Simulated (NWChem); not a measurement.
# ZnHSeF; SMILES [F][Zn][SeH]

```xyz
4

Zn    -0.0109     0.8633     0.0000
F     -0.0110     2.6084     0.0000
Se    -0.0299    -1.4098     0.0000
H      1.4427    -1.4411     0.0000
```
Atoms are numbered in this order, from 1.

All runs use the structure optimised with PBE0/def2-SVP.

Symmetry labels are those of Cs in the frame above (b1 and b2, or b-type labels, depend on it).

List the 6 lowest vertical singlet excitations and the 6 lowest triplet ones from PBE/def2-SVP, TDA (NWChem).


| state | energy (eV) | oscillator strength | symmetry | leading excitation (squared amplitude) |
|---|---|---|---|---|
| S1 | 4.12 | 0.014 | a" | HOMO → LUMO (1.00) |
| S2 | 5.47 | 0.000 | a" | HOMO → LUMO+1 (0.98) |
| S3 | 5.77 | 0.008 | a' | HOMO−1 → LUMO (0.93) |
| S4 | 5.82 | 0.017 | a" | HOMO−2 → LUMO (1.00) |
| S5 | 6.36 | 0.071 | a' | HOMO−3 → LUMO (0.53) |
| S6 | 6.41 | 0.001 | a" | HOMO → LUMO+2 (0.99) |
| T1 | 3.76 | spin-forbidden | a" | HOMO → LUMO (1.00) |
| T2 | 4.98 | spin-forbidden | a" | HOMO → LUMO+1 (0.99) |
| T3 | 5.35 | spin-forbidden | a' | HOMO−1 → LUMO (0.53) |
| T4 | 5.46 | spin-forbidden | a' | HOMO−3 → LUMO (0.52) |
| T5 | 5.46 | spin-forbidden | a" | HOMO−2 → LUMO (1.00) |
| T6 | 6.24 | spin-forbidden | a" | HOMO → LUMO+2 (0.99) |
